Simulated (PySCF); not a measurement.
# Assigning NMR signals

Mapped SMILES: `[CH:1]#[C:2]/[CH:3]=[CH:4]\[O:5][SiH3:6]`. Hydrogens are named by the atom that carries them.

Gas phase, non-relativistic, one averaged value for each set of equivalent atoms, one computed conformer. PBE0/pcSseg-1 with gauge-including orbitals; GFN2-xTB geometry; PySCF.

References, each an isolated molecule treated in the same way: 13C (σref 186.93), 1H (σref 31.72) against TMS.

Q: Assign these signals to the numbered atoms. 13C{1H} NMR (computed): δ 158.9, 97.5, 92.4, 82.1.

A: 
158.9 → C4, alkene carbon bearing oxygen: an sp2 carbon further deshielded by the attached heteroatom
97.5 → C3, β carbon of an enol-ether or enamine type C=C: the O or N lone pair pushes π density onto this β carbon and shields it
92.4 → C1, terminal alkyne carbon: the triple bond shields along its axis, which puts it between sp3 and sp2 carbons
82.1 → C2, alkyne carbon: the triple bond shields along its axis, which puts it between sp3 and sp2 carbons

Q: Assign these signals to the numbered atoms. 1H NMR (400 MHz, computed): δ 6.57 (d, 1H), 5.07 (s, 3H), 4.93 (m, 1H), 2.84 (d, 1H).

A: 
6.57 → H(C4), hydrogen on an alkene carbon bearing oxygen: olefinic region
5.07 → H(Si6), hydrogen on a silicon bonded to O
4.93 → H(C3), hydrogen on a β carbon of an enol-ether or enamine type C=C: lone-pair donation from O or N shields it, upfield of ordinary alkene protons
2.84 → H(C1), hydrogen on a terminal alkyne carbon: it lies on the axis of the triple bond, in its shielding cone

Shifts are as computed. Against solution values, carbons near 30 ppm lie about +3 ppm off and those near 130 ppm about +5 ppm. Of 1211 compounds with measured shifts, 218 miss one by over three times the rms of a fit or turn the order of signals round; such compounds aren't used in these exercises. No couplings were computed; multiplicities are counted from neighbouring protons, with m where these are inequivalent, close in shift, in a saturated or five-membered ring or joined by F or P, and br s for small geminal =CH2 splittings.
